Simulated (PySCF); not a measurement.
## Telling isomers of C6H10FN apart by NMR

PySCF 2.14 calculation with shielding tensors at PBE0/pcSseg-1 (GIAO) and GFN2-xTB structure; relativity neglected, averaged over atoms made equivalent by symmetry, fast rotation or ring inversion, no solvent model, one computed conformer.

Shifts are taken against calculated references (same method and geometry level): $^{1}$H and $^{13}$C vs TMS. Splittings of carbon signals by F and P are missing where no couplings were computed. Where no couplings were computed, multiplicities follow the n + 1 count of equivalent neighbours, and m marks all less simple cases (inequivalent or close neighbours, rings, F or P nearby). Shifts are as computed. Against solution values, carbons near 30 ppm lie about +3 ppm off and those near 130 ppm about +5 ppm. Of 1211 compounds with measured shifts, 218 miss one by over three times the rms of a fit or turn the order of signals round; such compounds aren't used in these exercises.

(1) Tabulate the signals of `C=C/N=C(\C)CCF`, `F[C@@H]1CC[C@H]1N1CC1` and their relative energies.

(2) What is the quickest way to tell C=C/N=C(\C)CCF from F[C@@H]1CC[C@H]1N1CC1?

## Answers

(1) 
```json
{"SMILES": "C=C/N=C(\\C)CCF", "carbon types": "1×C 1×CH 3×CH2 1×CH3", "δC": "173.6, 150.3, 98.0, 89.6, 47.6, 22.2", "δH": "7.25 (m, 1H), 5.00 (m, 2H), 4.39 (m, 1H), 4.15 (m, 1H), 2.41 (m, 2H), 2.22 (s, 3H)", "E rel. (kcal/mol)": "0.0"}
{"SMILES": "F[C@@H]1CC[C@H]1N1CC1", "carbon types": "2×CH 4×CH2", "δC": "94.4, 73.8, 26.0, 25.6, 20.0", "δH": "5.10 (m, 1H), 2.39 (m, 1H), 2.07 (m, 1H), 2.00 (m, 1H), 1.98 (m, 1H), 1.72 (m, 1H), 1.38 (m, 2H), 1.27 (m, 2H)", "E rel. (kcal/mol)": "16.4"}
```

Energies are electronic energies at PBE0/pcSseg-1 on these geometries, without zero-point or thermal terms, each for the one conformer computed, which needn't be the lowest.

(2) Count the carbon signals: 6 against 5. The first has a C=N carbon (C) at 173.6 ppm, the second an sp3 CH bonded to N at 73.8 ppm. Their most deshielded carbons lie at 173.6 and 94.4 ppm. In the proton spectra the most deshielded non-exchanging signals are 7.25 (m, 1H) and 5.10 (m, 1H).
